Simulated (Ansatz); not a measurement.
Ansatz (an electronic-structure program) input (wB97M-V/def2-TZVPD):

Ansatz 0.2 input:
```yaml
crystal:
  periodic: [false, false, false]
  atoms:
    - {symbol: F, position_ang: [1.07736465, -0.18940377, -0.01041724]}
    - {symbol: Al, position_ang: [-0.55295500, 0.09721106, 0.00534662]}
    - {symbol: H, position_ang: [-1.49630049, -1.15761885, 0.00183090]}
    - {symbol: H, position_ang: [-1.01156631, 1.59850897, 0.02241813]}
basis:
  gaussian:
    orbitals: def2-TZVPD
hamiltonian:
  xc: {name: wB97M-V}
output: {forces: true}
```

Output:

```
Functional definition: wB97M-V
integrals: 0.04 GiB planned
572 factors; their error is unknown
integrals: 0.07 GiB planned
204 factors; integrals over basis functions are off by at most 3.2e-5 eV
0.19 GiB of the device are held for the grids
0.76 GiB of device memory are held for the factors and their scratch space
mean field: 0.35 GiB planned
mean field evaluation 1: about -9345.9699 eV, gradient 3.7e1 eV
mean field evaluation 2: about -9345.1133 eV, gradient 4.8e1 eV
mean field evaluation 4: about -9348.0912 eV, gradient 2.9e-1 eV
mean field evaluation 8: about -9348.1040 eV, gradient 2.5e-2 eV
mean field -9348.10395416 eV, -343.5364839430 hartree, gradient 2.3e-5 eV, S^2 0.000000; 0 other end points of the search recorded, 0 dependent functions left out
the calculation of the forces begins
reference -9348.10400932 eV, -343.5364859699 hartree; 12, 12 occupied and 89, 89 virtual orbitals, 572 factors
Total energy: -9348.10400932 eV, -343.5364859699 hartree
Atom 0 at     1.077365    -0.189404    -0.010417 Å, force    -0.009097     0.001599     0.000088 eV/Å
Atom 1 at    -0.552955     0.097211     0.005347 Å, force    -0.064550     0.011348     0.000624 eV/Å
Atom 2 at    -1.496300    -1.157619     0.001831 Å, force     0.048196     0.058185     0.000127 eV/Å
Atom 3 at    -1.011566     1.598509     0.022418 Å, force     0.025452    -0.071133    -0.000839 eV/Å
Dipole moment:    -0.291575     0.051260     0.002819 e Å
```
